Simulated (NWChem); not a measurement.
A series in which one site is exchanged, each optimised at PBE0/def2-SVP with NWChem, gas phase unless a solvent is named. All stand in one matching conformer (torsions within 35°), which need not be the lowest. 

A: [OH][Al]([F])[F] (AlHOF$_{2}$; site = Al)
B: FB(F)O (BHOF2; site = B)
C: [OH][Ga]([F])[F] (GaHOF$_{2}$; site = Ga)

```
quantity                                                 A     B           C
----------------------------------------------------  ----  ----  ----------
dipole (D), PBE0/def2-SVP                             2.18  2.10  (withheld)
highest harmonic frequency (cm⁻¹), PBE0/def2-SVP      3997  3929  (withheld)
lowest singlet excitation, B3LYP/def2-SVPD, TDA (eV)  6.94  8.88  (withheld)
```

Question: Fill in the missing entries.

Answer: 
- dipole (D), PBE0/def2-SVP, C: 2.13
- highest harmonic frequency (cm⁻¹), PBE0/def2-SVP, C: 3900
- lowest singlet excitation, B3LYP/def2-SVPD, TDA (eV), C: 6.15
